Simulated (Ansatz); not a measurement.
MgBr2⁻. Charge -1, multiplicity 2. Geometry PBE-D4/def2-TZVP, that of the neutral singlet.

```csv
atom,x (Å),y (Å),z (Å)
Mg1,0.006,0.005,0.004
Br2,-0.138,1.617,-1.678
Br3,0.132,-1.622,1.674
```

At PBE-D4/def2-TZVPD, r2SCAN-D4/def2-TZVPD, PBE0-D4/def2-TZVPD the highest occupied level of the charge -1 doublet lies above zero (up to 1.24 eV). By energy differences its removal costs 0.67 eV (vertical, to the charge 0 singlet, at PBE-D4/def2-TZVPD); a positive level beside a positive removal energy at the same level points to self-interaction error. The structure comes from a short search, and lower isomers may exist.

(1) Estimate the α-spin orbital energies around the gap (eV) in Ansatz with PBE-D4/def2-TZVPD, r2SCAN-D4/def2-TZVPD, PBE0-D4/def2-TZVPD.

Results:

(1) 
| orbital | PBE-D4/def2-TZVPD | r2SCAN-D4/def2-TZVPD | PBE0-D4/def2-TZVPD |
| --- | --- | --- | --- |
| HOMO−5 | -3.52 | -3.82 | -4.78 |
| HOMO−4 | -2.87 | -3.16 | -4.07 |
| HOMO−3 | -2.87 | -3.16 | -4.07 |
| HOMO−2 | -2.74 | -3.02 | -3.93 |
| HOMO−1 | -2.74 | -3.02 | -3.93 |
| HOMO | 1.24 | 1.21 | 0.76 |
| LUMO | 2.47 | 2.54 | 2.91 |
| LUMO+1 | 2.47 | 2.54 | 2.91 |
| LUMO+2 | 2.69 | 3.13 | 3.07 |
| LUMO+3 | 3.02 | 3.41 | 3.40 |
| LUMO+4 | 3.70 | 4.31 | 4.20 |
| LUMO+5 | 3.70 | 4.31 | 4.20 |
| β HOMO | -2.71 | -3.02 | -3.92 |
| β LUMO | 1.87 | 2.41 | 2.48 |
